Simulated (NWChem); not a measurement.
H₂Al (+1)

SMILES: [AlH2+]
```xyz
3

Al     0.0000     0.0000     0.0000
H      0.0000     0.0000     1.5579
H      0.0000     0.0000    -1.5579
```
Charge +1, spin multiplicity 1.

Everything below was run with NWChem. The geometry was optimised at PBE0/def2-SVP, a minimum by its harmonic frequencies.

Symmetry labels belong to the abelian group D2h used in the runs, with the axes of the coordinates shown; states degenerate in a higher group split over its labels.

The spin multiplicity of the parent species was assumed, not shown to be that of its ground state. The structure started from a generated list of species.

### Question
List the lowest 4 singlet excitations that TDA-LDA (SVWN5)/aug-cc-pVDZ gives, with oscillator strengths.

### Answer
```
state  symmetry  energy (eV)  wavelength (nm)      f
-----  --------  -----------  ---------------  -----
1           b3g         5.88              211  0.000
2           b2g         5.88              211  0.000
3           b2u         9.08              136  0.282
4           b3u         9.08              136  0.282
```
